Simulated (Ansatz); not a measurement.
Reaction (redistribution): `CC(=O)OB(Cl)Cl` + `[SiH3][GeH2][SiH3]` → `[SiH3][GeH2][B](Cl)Cl` + `CC(=O)O[SiH3]`

Calculated with Ansatz (gas phase, PBE0-D4/def2-TZVP geometries, no zero-point term in ΔE). CCSD(T)/CBS is the MP2 limit (def2-TZVPP, def2-QZVPP) plus CCSD(T) − MP2 in def2-TZVPP, frozen cores. Functionals use def2-TZVPP. B3LYP here is the variant with VWN-RPA as its local correlation; programs differ in this. For Ge outer-core shells are correlated without core-valence functions, which leaves a few kJ/mol of doubt a bond. Scalar relativity is left out up to krypton. Each species was taken in one conformer, which may not be the lowest.

| level | ΔE (kcal/mol) | difference from CCSD(T)/CBS |
| --- | --- | --- |
| PBE-D4 | 8.7 | 3.0 |
| PBE0-D4 | 8.6 | 2.9 |
| B3LYP-D4 | 7.7 | 2.0 |
| ωB97X-V | 7.1 | 1.4 |
| B2PLYP | 6.7 | 1.0 |
| PBE | 8.8 | 3.1 |
| r2SCAN | 7.9 | 2.2 |
| PBE0 | 8.7 | 3.0 |
| B3LYP | 7.8 | 2.1 |
| HF/def2-TZVPP | 6.9 | 1.2 |
| SCS-MP2/def2-TZVPP | 5.3 | -0.4 |
| CCSD/def2-TZVPP | 6.7 | 1.0 |
| CCSD(T)/def2-TZVPP | 6.5 | 0.8 |
| MP2/def2-QZVPP | 4.9 | -0.8 |
| MP2/CBS(def2) | 4.6 | -1.1 |
| CCSD/CBS(def2) | 5.9 | 0.2 |
| CCSD(T)/CBS | 5.7 | 0 |

Largest T1 diagnostic among the species: 0.014.

CCSD(T)/CBS has its own doubt, a few kJ/mol and more with outer-core shells, so smaller differences from it don't rank the levels.
